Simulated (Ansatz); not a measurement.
Basis-set series for `O=C(O)c1ccc2ccccc2c1`. Charge 0, multiplicity 1. Geometry: relaxed with PBE0-D4/def2-TZVP. It is one conformer, not always the lowest.

| functional | basis | functions | energy (Eh) | HOMO (eV) | LUMO (eV) |
| --- | --- | --- | --- | --- | --- |
| PBE0-D4 | def2-SVP | 222 | -573.42803 | -6.62 | -1.70 |
| PBE0-D4 | def2-TZVPP | 515 | -574.05061 | -6.66 | -1.80 |
| ωB97M-V | def2-SVP | 222 | -573.85108 | -8.51 | 0.28 |
| ωB97M-V | def2-TZVPP | 515 | -574.49487 | -8.56 | 0.13 |

Problem. Give the rows for def2-QZVPP. (Best estimate.)

Solution. Ansatz gave: 
```csv
functional,basis,functions,energy (Eh),HOMO (eV),LUMO (eV)
PBE0-D4,def2-QZVPP,981,-574.07954,-6.68,-1.84
ωB97M-V,def2-QZVPP,981,-574.52163,-8.58,0.09
```

Positive LUMOs are unbound and depend on the basis.
